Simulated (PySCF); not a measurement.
O₂Si₂, SMILES o1[si]2o[si]1=2. Heavy atoms are numbered as in [si:1]12[o:3][si:2]=1[o:4]2.

Geometry optimised at B3LYP-D3(BJ)/def2-SVP.

The numbers are results of B3LYP/pcSseg-2 run with PySCF, not measurements.

GIAO shieldings, no solvent; atoms alike by connectivity are averaged. δ = σ(ref) − σ: ²⁹Si against TMS (σ = 325.2 ppm); ¹⁷O against H2O (σ = 325.5 ppm), references at their B3LYP-D3(BJ)/def2-TZVP geometries, non-relativistic.

| nucleus | atoms | count | δ (ppm) |
|---|---|---|---|
| ²⁹Si | Si1 | 2 | 186.5 |
| ¹⁷O | O3 | 2 | 441.8 |
